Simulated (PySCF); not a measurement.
ClHPbS, SMILES [SH][Pb][Cl] (connectivity only; charge and spin as stated), neutral, multiplicity 1. Geometry optimised at PBE-D3(BJ)/def2-TZVP. The def2 effective core potentials stand for the cores of Pb; spin–orbit coupling is left out. One conformer was computed; it need not be the lowest.

Method: PBE-D3(BJ)/def2-TZVP (PySCF).

Harmonic wavenumbers (cm⁻¹): 90, 289, 295, 305, 594, 2601. Rotational constants (GHz): 3.445, 2.108, 1.308; symmetry number 1.

### Question
Work out the zero-point energy and the ideal-gas rigid-rotor harmonic-oscillator thermochemistry at 298.15 K and 1 atm.

### Answer
ZPE = ½ Σ hcν = ½ × 4173 cm⁻¹ = 5.97 kcal/mol. H − E(el) = 9.71 kcal/mol. Entropy in cal/(mol K): translation 42.74, rotation 27.92, vibration 8.44, total 79.10. G − E(el) = -13.87 kcal/mol. Cp = 15.99 cal/(mol K). Modes under 150 cm⁻¹ make the vibrational entropy uncertain.
